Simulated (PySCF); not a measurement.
Si(H)3(Et) (C2H8Si), SMILES C(C)[SiH3].

Geometry: PBE0-D3(BJ)/def2-SVP.

Method: TDA-M06-2X/def2-SVPD run with PySCF 2.14.0.

Vertical excitations.  State labels are in the subgroup Cs.

```tsv
state	symmetry	energy (eV)	λ (nm)	f	main pairs
S1	A'	7.87	157	0.020	HOMO→LUMO 91 %
S2	A'	8.52	146	0.003	HOMO→LUMO+2 42 %, HOMO→LUMO+3 19 %, HOMO→LUMO+1 15 %, HOMO−2→LUMO 10 %
S3	A"	8.58	145	0.022	HOMO−1→LUMO 69 %
S4	A'	8.75	142	0.044	HOMO−2→LUMO 62 %, HOMO−2→LUMO+2 13 %
S5	A"	8.86	140	0.003	HOMO→LUMO+4 84 %
S6	A'	8.90	139	0.331	HOMO→LUMO+1 62 %, HOMO→LUMO+2 24 %
S7	A"	9.08	137	0.067	HOMO−1→LUMO+1 46 %, HOMO−1→LUMO+3 21 %, HOMO−2→LUMO+4 14 %
S8	A'	9.17	135	0.013	HOMO→LUMO+3 73 %, HOMO→LUMO+2 16 %
S9	A"	9.18	135	0.062	HOMO−1→LUMO+1 27 %, HOMO−2→LUMO+4 23 %, HOMO−1→LUMO+2 21 %, HOMO−1→LUMO+3 9 %
S10	A'	9.21	135	0.136	HOMO−2→LUMO+1 71 %, HOMO−2→LUMO 12 %
T1	A'	7.54	165	0	HOMO→LUMO 73 %, HOMO→LUMO+1 14 %
T2	A"	8.27	150	0	HOMO−1→LUMO 61 %, HOMO−1→LUMO+2 11 %, HOMO−1→LUMO+5 11 %
T3	A'	8.27	150	0	HOMO→LUMO+2 41 %, HOMO−2→LUMO 16 %, HOMO→LUMO+3 16 %, HOMO→LUMO+1 7 %
T4	A'	8.37	148	0	HOMO−2→LUMO 41 %, HOMO→LUMO+2 12 %, HOMO−2→LUMO+1 8 %, HOMO−2→LUMO+3 8 %
```
Triplets are in the Tamm–Dancoff approximation.
